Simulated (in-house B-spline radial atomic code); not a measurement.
Results of a calculation; reference values are marked as such.
**Building a PAW p channel for Te, r_c = 2.32 bohr**

Te, [Kr] 4d10 5s2 5p4, non-relativistic PBE, spherical and spin-unpolarised, from an all-electron radial atomic-structure program (B-spline basis) (atomic units; all potentials screened as in the neutral atom).

Two all-electron partial waves φ1, φ2 are integrated outwards at E1 = ε(5p) = -0.221165 and E2 = E1 + 2 hartree; φ1 is the bound orbital and φ2 has unit norm inside r_c = 2.3205 bohr. Smooth partners are polynomials, r^2(a0 + a1 r² + a2 r⁴ + a3 r⁶), matched to φ and three derivatives at r_c, with no condition on the norm. The local potential is -5.77271 + (2.63733) r² + (-0.5111) r⁴ + (0.0367148) r⁶ inside 1.9007 bohr and the all-electron one outside.

| wave | φ(r_c) | φ'(r_c) | a0 | a1 | a2 | a3 |
| --- | --- | --- | --- | --- | --- | --- |
| 1 | 0.6766588 | -0.06308538 | 0.3698767 | -0.06826087 | 0.004888499 | -0.0001177903 |
| 2 | 0.5550157 | 2.451759 | -1.791431 | 0.7339572 | -0.0912607 | 0.003768951 |

Inside r_c the overlaps are <φi φj> = [[0.40734, -0.42350], [-0.42350, 1.00000]] and, for the smooth waves, [[0.45272, -0.59069], [-0.59069, 1.61182]]. With χj = (Ej − T − V_local) applied to smooth wave j, the program's quadrature gives the matrix B_ij = <smooth i, χj> as [[0.29559, -1.17371], [-0.83933, 3.65470]].

Question: Check the match of the first wave, and find the augmentation charges q_ij.

Answer: At r_c the four terms are 1.99168, -1.97924, 0.76325, -0.09903, which sum to 0.6767, φ1(r_c) to rounding. q_ij is the all-electron overlap less the smooth one: [[-0.04538, 0.16719], [0.16719, -0.61182]]. The smooth first wave has a norm of 0.4527 inside r_c against 0.4073, so q11 is negative and must stay small enough for the overlap operator to be positive.

Question: B isn't symmetric. Show that D_ij = B_ij + Ej q_ij is.

Answer: Integrating by parts gives B12 − B21 = (E1 − E2) q12: -1.17371 − (-0.83933) = -0.33438, and −2 × (0.16719) = -0.33438. So D12 = -1.17371 + (1.778835)(0.16719) = -0.87631 and D21 = -0.83933 + (-0.221165)(0.16719) = -0.87631; D11 = 0.30563, D22 = 2.56637. The projectors, p = (B⁻¹)ᵀ χ, are dual to the smooth waves; det B = 0.095.

Solving (T + V_local + Σ p D p) ψ = E (1 + Σ p q p) ψ in a sphere of 9 bohr, whose wall lifts the free-atom level a little, gives these levels:

| all-electron | one projector | two projectors |
| --- | --- | --- |
| -0.220999 | -0.220999 | -0.220999 |
| 0.099468 | 0.098774 | 0.099443 |
| 0.438859 | 0.432597 | 0.438736 |
| 0.937310 | 0.902460 | 0.937098 |
| 1.586850 | 1.436710 | 1.586820 |

Question: What does the second projector gain?

Answer: With one projector the errors are 0.00, -0.69, -6.26, -34.85, -150.14 millihartree. With two the errors are 0.00, -0.02, -0.12, -0.21, -0.03 millihartree. The scattering is exact at E1 and at E2 = 1.779, and over all levels compared the largest error is 0.21 millihartree. The lowest eigenvalue of the overlap operator is 0.7484 with one and 0.4029 with two projectors. The smooth orbital alone needs a cutoff of 2.78 hartree for 1 millihartree of kinetic energy, against 6.92 for a norm-conserving Troullier-Martins orbital of the same radius; part of the gain comes from giving up the norm, part from the simpler form.
